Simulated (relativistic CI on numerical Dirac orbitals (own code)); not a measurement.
**Nb4+: L-alpha,beta X-ray emission**

Computed with this model: Dirac-Coulomb-Breit CI, orbitals from a KLI potential per configuration, a model potential for QED, multiplet model of X-ray emission after core ionisation, unscaled Slater integrals; configurations [Kr] 4d → [He] 2s2 2p5 3s2 3p6 3d10 4s2 4p6 4d → [Ar] 3d9 4s2 4p6 4d; 300 K; Lorentzian 2.8 eV and Gaussian 0.6 eV FWHM. Energies are those of the free ion, without screening or charge transfer. S is read from ⟨S²⟩ = S(S + 1).

Computed curve for free ion, scaled to 100 at the maximum (points under 2 are left out and the grid is thinned):

| Energy (eV) | Intensity |
| --- | --- |
| 2155.6 | 2.0 |
| 2156.8 | 2.3 |
| 2157.6 | 2.5 |
| 2158.8 | 3.2 |
| 2160.0 | 4.3 |
| 2161.2 | 6.2 |
| 2162.0 | 8.3 |
| 2163.2 | 14.3 |
| 2164.4 | 25.6 |
| 2165.2 | 35.1 |
| 2166.4 | 56.8 |
| 2167.6 | 95.5 |
| 2168.8 | 82.0 |
| 2169.6 | 52.6 |
| 2170.8 | 24.8 |
| 2172.0 | 13.3 |
| 2172.8 | 9.4 |
| 2174.0 | 6.2 |
| 2175.2 | 4.4 |
| 2176.4 | 3.2 |
| 2177.2 | 2.7 |
| 2178.4 | 2.1 |
| 2248.8 | 3.0 |
| 2250.0 | 2.6 |
| 2250.8 | 2.3 |
| 2252.0 | 2.4 |
| 2253.2 | 3.0 |
| 2254.0 | 3.8 |
| 2255.2 | 5.8 |
| 2256.4 | 10.3 |
| 2257.6 | 21.2 |
| 2258.4 | 34.9 |
| 2259.6 | 52.3 |
| 2260.8 | 37.6 |
| 2261.6 | 24.4 |
| 2262.8 | 12.2 |
| 2264.0 | 6.7 |
| 2265.2 | 4.1 |
| 2266.0 | 3.1 |
| 2267.2 | 2.2 |

The ground state has S = 0.50, and the centroid lies at 2198.92 eV.
